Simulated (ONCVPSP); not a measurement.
**u(r) = r·R(r): atom against pseudo-atom (Co)**

Columns: radius, all-electron u(r) and pseudo u(r) of the 3d shell (level -9.17 eV) of cobalt in the configuration [Ne] 3s2 3p6 3d7 4s1.5 4p0.5; PBEsol, scalar-relativistic, ONCV scheme, ONCVPSP 4.0.1.

```
r (bohr)  all-electron  pseudo
   0.075        0.0420  0.0083
   0.150        0.1908  0.0608
   0.225        0.3878  0.1814
   0.300        0.5765  0.3657
   0.375        0.7296  0.5831
   0.450        0.8400  0.7886
   0.525        0.9096  0.9420
   0.600        0.9450  1.0257
   0.675        0.9537  1.0427
   0.750        0.9431  1.0114
   0.825        0.9192  0.9562
   0.900        0.8867  0.8995
   0.975        0.8488  0.8510
   1.050        0.8080  0.8081
   1.125        0.7659  0.7659
   1.200        0.7239  0.7239
   1.275        0.6826  0.6826
   1.350        0.6426  0.6426
   1.425        0.6041  0.6041
   1.500        0.5675  0.5675
   1.575        0.5328  0.5328
   1.650        0.4999  0.4999
   1.725        0.4690  0.4690
   1.800        0.4399  0.4399
   1.875        0.4126  0.4126
   1.950        0.3870  0.3870
```

Q: How many radial nodes do the two functions have?

A: The all-electron 3d function has n − l − 1 = 0; the pseudo-wave has 0.

Q: At about which radius was the pseudo-wave matched?

A: 1.15 bohr. The columns agree to 0.0005 from 1.05 bohr on; several derivatives are matched, so the curves merge somewhat inside the radius.

Q: Where does each function peak?

A: Outermost all-electron maximum near 0.68 bohr, pseudo maximum near 0.68 bohr (to the table’s step).

Q: Is the pseudo-wave norm-conserving?

A: Yes: the ONCV scheme keeps the norm inside the radius equal to the all-electron one, which fixes the energy derivative of the logarithmic derivative at the level.
